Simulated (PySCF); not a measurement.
PySCF job for CH₆ClNO₂Si, SMILES NC[Si](O)(O)Cl, IEF-PCM-ωB97X/def2-SVP. The structure is a stationary point at B3LYP-D3(BJ)/def2-SVP. The structure was generated by enumeration, and PubChem lists no compound with its InChIKey, so it may never have been made. One conformer was computed; it need not be the lowest.

```python
import numpy as np
from pyscf import gto, scf, dft
from pyscf.solvent import pcm

mol = gto.M(
    atom='''
    N     2.02446554   -0.40765775   -1.36507071
    C     1.00391102   -1.20736478   -0.67472551
    Si   -0.13423804   -0.21128717    0.42595498
    O     0.83755346    0.55832207    1.51710437
    O    -1.30581764   -1.05015029    1.24710365
    Cl   -1.11053758    1.19697375   -0.78865618
    H     1.57240151    0.31595358   -1.92629408
    H     2.59087977    0.09081451   -0.67732340
    H     1.49870674   -1.98131795   -0.06136964
    H     0.40714309   -1.76260536   -1.41936016
    H     0.41321666    1.10851796    2.18632508
    H    -2.17248803   -1.12947733    0.83199140
    ''',
    basis='def2-SVP',
    charge=0,
    spin=0,
    max_memory=1600,
    verbose=3,
)
mf = dft.RKS(mol, xc='wb97x').density_fit(auxbasis='def2-universal-jkfit')
mf.grids.level = 3
mf.conv_tol = 1e-9
mf.max_cycle = 100
mf.kernel()
res = {}
for name, eps in {'water': 78.355, 'acetone': 20.493, 'chlorobenzene': 5.6968}.items():
    s = mf.PCM()
    s.with_solvent.method, s.with_solvent.eps, s.with_solvent.lebedev_order = 'IEF-PCM', eps, 29
    s.kernel(mf.make_rdm1())
    res[name] = (s.e_tot, eps, s.dip_moment(), s.mo_energy, s.converged)
    print(f'{name}: electrostatic solvation free energy {(s.e_tot - mf.e_tot) * 627.509474:.3f} kcal/mol')
```

It prints:

```
converged SCF energy = -996.268752580496

WARN: PCM is an experimental feature. It is still in testing.
Features and APIs may be changed in the future.

converged SCF energy = -996.284828799273
Dipole moment(X, Y, Z, Debye): -1.90433,  0.14037,  1.21171
water: electrostatic solvation free energy -10.088 kcal/mol

WARN: PCM is an experimental feature. It is still in testing.
Features and APIs may be changed in the future.

converged SCF energy = -996.283894565398
Dipole moment(X, Y, Z, Debye): -1.87661,  0.13816,  1.20343
acetone: electrostatic solvation free energy -9.502 kcal/mol

WARN: PCM is an experimental feature. It is still in testing.
Features and APIs may be changed in the future.

converged SCF energy = -996.280926571292
Dipole moment(X, Y, Z, Debye): -1.79379,  0.13348,  1.17389
chlorobenzene: electrostatic solvation free energy -7.639 kcal/mol
```

Self-consistency was reached.

Cost: about 2.9 core-minutes (a rough figure).
